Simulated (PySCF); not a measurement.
Atoms are numbered as in `[CH3:1]/[C:2]([SiH3:3])=[C:4](\[Cl:5])[CH2:6][CH:7]([F:8])[F:9]`. Each H is labelled by its parent atom.

Relativity neglected, a single conformation, one averaged value for each set of equivalent atoms, no solvent model. σ from GIAO-PBE0/pcSseg-1; geometry from GFN2-xTB; PySCF 2.14.

References, each an isolated molecule treated in the same way: ¹³C against TMS.

Question: Do the ¹³C shifts follow the atomic charges (in e)? Tabulate both.

Answer: 
```
atoms  hybridisation  δ (ppm)  σ para (ppm)  Hirshfeld    IAO  Mulliken  ESP-fitted
   C4            sp2    143.6          -216      +0.01  -0.01     -0.20       -0.07
   C2            sp2    136.2          -210      -0.09  -0.26     -0.42       +0.09
   C7            sp3    121.8          -175      +0.15  +0.45     +0.53       +0.45
   C6            sp3     50.8          -114      -0.09  -0.30     -0.19       -0.45
   C1            sp3     26.2           -85      -0.12  -0.42     -0.18       -0.54
```

Correlation coefficients of δ with charge over these carbons: Hirshfeld +0.57, IAO +0.59, Mulliken +0.11, ESP-fitted +0.80; with the paramagnetic shielding -0.99. With so few points, grouped by hybridisation, these coefficients are fragile. Charge is one influence among several: hybridisation and low-lying excitations act through the paramagnetic term.

Carbons that carry Cl, above all several Cl atoms, come out too deshielded, partly because spin–orbit coupling is missing. Shifts are as computed. Against solution values, carbons near 30 ppm lie about +3 ppm off and those near 130 ppm about +5 ppm; carbons on Cl a further +6 ppm. Of 1211 compounds with measured shifts, 218 miss one by over three times the rms of a fit or turn the order of signals round; such compounds aren't used in these exercises.
